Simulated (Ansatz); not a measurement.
Relaxation of Si2Pt5⁻ with UKS r2SCAN-D4/def2-SVPD.

```sh
$ ansatz run in.yaml --threads 4 --pin off --events-out ev --progress --plain --max-ram 4787MiB
```

```yaml
crystal:
  periodic: [false, false, false]
  atoms:
    - {symbol: Pt, position_ang: [-0.090850, -1.379330, -0.560180]}
    - {symbol: Pt, position_ang: [2.222760, -1.810880, -0.554760]}
    - {symbol: Pt, position_ang: [-1.599330, 0.640930, 0.131670]}
    - {symbol: Pt, position_ang: [-2.434740, -1.420720, -0.763840]}
    - {symbol: Pt, position_ang: [1.665510, 0.366030, 0.281090]}
    - {symbol: Si, position_ang: [0.028500, 1.373240, 1.809380]}
    - {symbol: Si, position_ang: [0.208150, 2.230720, -0.343360]}
basis:
  gaussian: {orbitals: def2-SVPD}
total_charge: -1
magnetization: {spin_polarized: true, initial_magnetization: 1}
hamiltonian: {xc: r2scan, dispersion: d4}
scf: {lower_state_search: "off"}
output: {orbitals: {seedname: orbitals}}
relax: {f_tol: 0.02, max_steps: 100}
```

Run time 11 min (4 threads of Arm Neoverse V2 on a shared host), peak host memory 0.95 GiB.

Positions (Å) and forces (eV/Å) at steps 1, 2, 3, 4, 5, 7, 8, 10, 13, 16, 17, 18, 19, 20, 21, 22, 23, 24, 25, 26, 28 of 28:

```xyz
7
step=1 energy=-31999.5656 eV
Pt   -0.091   -1.379   -0.560   -0.174   -0.561   -0.235
Pt    2.223   -1.811   -0.555    2.382   -2.284   -0.736
Pt   -1.599    0.641    0.132    1.900    3.524    1.558
Pt   -2.435   -1.421   -0.764   -2.659   -2.119   -1.062
Pt    1.666    0.366    0.281   -1.265    3.523    1.325
Si    0.029    1.373    1.809   -0.108   -1.164   -0.129
Si    0.208    2.231   -0.343   -0.076   -0.920   -0.721
7
step=2 energy=-32000.5168 eV
Pt   -0.105   -1.458   -0.593    0.054    0.160    0.066
Pt    2.376   -1.871   -0.567   -0.750    0.637    0.201
Pt   -1.547    0.775    0.188    0.426    0.026    0.042
Pt   -2.603   -1.475   -0.798    0.868    0.464    0.255
Pt    1.640    0.501    0.335   -0.454   -0.139   -0.090
Si    0.028    1.319    1.831   -0.085   -0.670   -0.007
Si    0.210    2.209   -0.396   -0.060   -0.478   -0.468
7
step=3 energy=-32000.6786 eV
Pt   -0.090   -1.392   -0.566    0.098   -0.327   -0.125
Pt    2.344   -1.785   -0.534    0.130   -0.203   -0.069
Pt   -1.539    0.800    0.198   -0.773    0.247    0.038
Pt   -2.538   -1.381   -0.755   -0.123   -0.154   -0.071
Pt    1.614    0.504    0.334    0.659   -0.053    0.032
Si    0.011    1.166    1.813   -0.032    0.056    0.564
Si    0.198    2.088   -0.490    0.041    0.433   -0.369
7
step=4 energy=-32000.7386 eV
Pt   -0.061   -1.388   -0.562    0.143    0.133    0.065
Pt    2.367   -1.797   -0.534    0.215   -0.098   -0.022
Pt   -1.636    0.891    0.227   -0.061    0.060    0.021
Pt   -2.503   -1.350   -0.741   -0.260   -0.045   -0.039
Pt    1.655    0.514    0.338    0.077   -0.125   -0.041
Si   -0.005    1.093    1.814   -0.045    0.089   -0.125
Si    0.183    2.038   -0.542   -0.069   -0.014    0.141
7
step=5 energy=-32000.7513 eV
Pt   -0.047   -1.349   -0.546    0.092    0.049    0.027
Pt    2.387   -1.812   -0.538    0.035    0.018    0.010
Pt   -1.685    0.918    0.234    0.138   -0.007    0.009
Pt   -2.505   -1.346   -0.740   -0.077    0.042    0.011
Pt    1.688    0.509    0.339   -0.099   -0.053   -0.028
Si   -0.012    1.073    1.789   -0.038    0.008   -0.097
Si    0.173    2.007   -0.539   -0.052   -0.057    0.069
7
step=7 energy=-32000.7541 eV
Pt   -0.040   -1.372   -0.554    0.021   -0.014   -0.004
Pt    2.402   -1.814   -0.538   -0.003    0.027    0.011
Pt   -1.677    0.919    0.235    0.006   -0.045   -0.018
Pt   -2.506   -1.339   -0.737    0.012    0.084    0.035
Pt    1.666    0.493    0.331   -0.015   -0.001   -0.001
Si   -0.015    1.091    1.791   -0.008   -0.014   -0.040
Si    0.170    2.022   -0.528   -0.013   -0.036    0.017
7
step=8 energy=-32000.7563 eV
Pt   -0.019   -1.411   -0.569   -0.012    0.005    0.001
Pt    2.433   -1.811   -0.533    0.007   -0.021   -0.008
Pt   -1.696    0.947    0.246   -0.072   -0.092   -0.042
Pt   -2.494   -1.303   -0.722    0.029    0.066    0.029
Pt    1.643    0.473    0.321   -0.012    0.028    0.010
Si   -0.025    1.088    1.786    0.029    0.004    0.013
Si    0.159    2.017   -0.529    0.031    0.009   -0.002
7
step=10 energy=-32000.7568 eV
Pt   -0.015   -1.419   -0.572    0.004    0.007    0.003
Pt    2.437   -1.814   -0.534   -0.005    0.007    0.002
Pt   -1.698    0.945    0.245   -0.016   -0.003   -0.002
Pt   -2.492   -1.295   -0.718    0.000   -0.004   -0.002
Pt    1.638    0.472    0.320    0.005   -0.013   -0.005
Si   -0.027    1.092    1.786    0.006    0.002    0.004
Si    0.157    2.019   -0.527    0.006    0.003   -0.001
7
step=13 energy=-32000.7572 eV
Pt   -0.015   -1.398   -0.599   -0.005   -0.004   -0.007
Pt    2.433   -1.814   -0.532    0.005   -0.005   -0.003
Pt   -1.700    0.936    0.262    0.008    0.000    0.007
Pt   -2.493   -1.297   -0.723    0.001    0.003   -0.002
Pt    1.642    0.467    0.338   -0.002    0.006    0.012
Si   -0.021    1.116    1.794   -0.002    0.004    0.000
Si    0.154    1.990   -0.540   -0.006   -0.005   -0.007
7
step=16 energy=-32000.7613 eV
Pt   -0.010   -1.364   -0.647   -0.004    0.021   -0.021
Pt    2.432   -1.812   -0.535    0.003   -0.007   -0.004
Pt   -1.709    0.925    0.301    0.026    0.007    0.018
Pt   -2.491   -1.293   -0.732    0.007    0.007   -0.003
Pt    1.646    0.455    0.377   -0.018    0.016    0.036
Si   -0.015    1.165    1.808    0.009    0.006   -0.013
Si    0.147    1.923   -0.572   -0.023   -0.050   -0.013
7
step=17 energy=-32000.7776 eV
Pt   -0.005   -1.321   -0.699    0.024    0.121   -0.026
Pt    2.430   -1.810   -0.537   -0.015    0.004   -0.004
Pt   -1.718    0.913    0.347    0.050    0.028    0.042
Pt   -2.489   -1.285   -0.745    0.029    0.018   -0.004
Pt    1.653    0.444    0.423   -0.072    0.025    0.047
Si   -0.007    1.216    1.824    0.018    0.003   -0.068
Si    0.136    1.842   -0.612   -0.033   -0.199    0.014
7
step=18 energy=-32000.8938 eV
Pt    0.005   -1.170   -0.819   -0.020    0.373   -0.001
Pt    2.404   -1.806   -0.525    0.017   -0.068   -0.095
Pt   -1.742    0.899    0.410    0.091    0.062    0.203
Pt   -2.485   -1.300   -0.735    0.183    0.085   -0.046
Pt    1.689    0.434    0.505   -0.206    0.100    0.268
Si   -0.001    1.276    1.836    0.044   -0.032   -0.130
Si    0.130    1.668   -0.672   -0.108   -0.520   -0.199
7
step=19 energy=-32001.1179 eV
Pt    0.019   -1.077   -0.862    0.017    0.338   -0.132
Pt    2.401   -1.792   -0.551    0.041   -0.025   -0.086
Pt   -1.763    0.900    0.483    0.033    0.106    0.269
Pt   -2.462   -1.272   -0.758    0.112    0.147   -0.064
Pt    1.696    0.422    0.583   -0.147    0.191    0.356
Si    0.002    1.331    1.845    0.079   -0.022   -0.114
Si    0.107    1.487   -0.739   -0.134   -0.734   -0.230
7
step=20 energy=-32001.2783 eV
Pt    0.035   -0.990   -0.894    0.089   -0.902   -0.416
Pt    2.403   -1.782   -0.567    0.048    0.150   -0.049
Pt   -1.786    0.919    0.550    0.019    0.077    0.262
Pt   -2.437   -1.233   -0.776   -0.063    0.374   -0.057
Pt    1.704    0.428    0.648   -0.039    0.330    0.441
Si    0.005    1.350    1.851    0.122    0.014   -0.250
Si    0.076    1.307   -0.812   -0.177   -0.044    0.068
7
step=21 energy=-32001.5222 eV
Pt    0.084   -1.123   -0.960   -0.328   -0.846   -0.443
Pt    2.496   -1.731   -0.579   -0.121    0.237   -0.018
Pt   -1.836    0.955    0.655    0.263    0.111    0.082
Pt   -2.435   -1.063   -0.821    0.222    0.153   -0.027
Pt    1.673    0.414    0.696   -0.006    0.374    0.419
Si    0.018    1.421    1.833    0.050   -0.076   -0.316
Si   -0.001    1.128   -0.824   -0.080    0.047    0.303
7
step=22 energy=-32001.7165 eV
Pt    0.078   -1.277   -1.079   -0.258   -0.257   -0.168
Pt    2.524   -1.633   -0.594   -0.428    0.202   -0.038
Pt   -1.840    0.995    0.706    0.116    0.165   -0.020
Pt   -2.435   -0.956   -0.830    0.386   -0.140   -0.106
Pt    1.664    0.424    0.786    0.368    0.067   -0.001
Si    0.025    1.481    1.811   -0.208    0.105    0.132
Si   -0.016    0.966   -0.800    0.023   -0.143    0.201
7
step=23 energy=-32001.7875 eV
Pt    0.028   -1.403   -1.205   -0.078   -0.222   -0.183
Pt    2.412   -1.530   -0.616    0.295    0.005    0.130
Pt   -1.842    1.052    0.730    0.587   -0.184   -0.259
Pt   -2.384   -0.929   -0.867   -0.393   -0.060    0.022
Pt    1.758    0.523    0.873   -0.407   -0.051   -0.270
Si    0.021    1.509    1.841   -0.025    0.153    0.123
Si    0.006    0.778   -0.756    0.020    0.359    0.437
7
step=24 energy=-32001.8453 eV
Pt    0.004   -1.407   -1.225   -0.138    0.294   -0.042
Pt    2.401   -1.518   -0.606    0.025   -0.008    0.075
Pt   -1.772    1.001    0.712   -0.116   -0.095   -0.179
Pt   -2.430   -0.967   -0.877    0.005    0.011    0.117
Pt    1.726    0.515    0.876    0.039    0.080   -0.057
Si    0.032    1.566    1.868    0.059   -0.066   -0.027
Si    0.040    0.811   -0.749    0.125   -0.216    0.114
7
step=25 energy=-32001.8646 eV
Pt   -0.018   -1.378   -1.244   -0.081    0.061   -0.032
Pt    2.382   -1.516   -0.582   -0.113    0.006    0.004
Pt   -1.759    0.975    0.686   -0.075   -0.019   -0.024
Pt   -2.463   -0.990   -0.863    0.110   -0.042    0.029
Pt    1.751    0.541    0.877    0.023    0.051   -0.006
Si    0.034    1.551    1.871    0.014   -0.035   -0.090
Si    0.072    0.817   -0.745    0.123   -0.021    0.119
7
step=26 energy=-32001.8774 eV
Pt   -0.049   -1.346   -1.301   -0.004   -0.037   -0.032
Pt    2.320   -1.510   -0.551    0.023   -0.028   -0.017
Pt   -1.740    0.942    0.667    0.006    0.014    0.013
Pt   -2.476   -1.033   -0.838   -0.037   -0.046   -0.040
Pt    1.786    0.578    0.893   -0.016    0.004   -0.006
Si    0.034    1.546    1.865    0.018    0.052   -0.006
Si    0.126    0.823   -0.736    0.009    0.041    0.089
7
step=28 energy=-32001.8789 eV
Pt   -0.050   -1.342   -1.325   -0.002   -0.015    0.002
Pt    2.311   -1.516   -0.546    0.004   -0.006   -0.004
Pt   -1.737    0.934    0.674    0.000    0.011    0.006
Pt   -2.475   -1.042   -0.841   -0.006   -0.007   -0.008
Pt    1.787    0.580    0.897    0.004    0.011    0.006
Si    0.038    1.568    1.862    0.000   -0.009   -0.004
Si    0.126    0.818   -0.720   -0.001    0.016    0.002
```

In the def2 sets Pt takes a core potential; there is no spin–orbit coupling. The relaxation made no stability test and no search for a lower SCF solution. No other spin state of charge -1 was run. The structure comes from a short search, and lower isomers may exist.
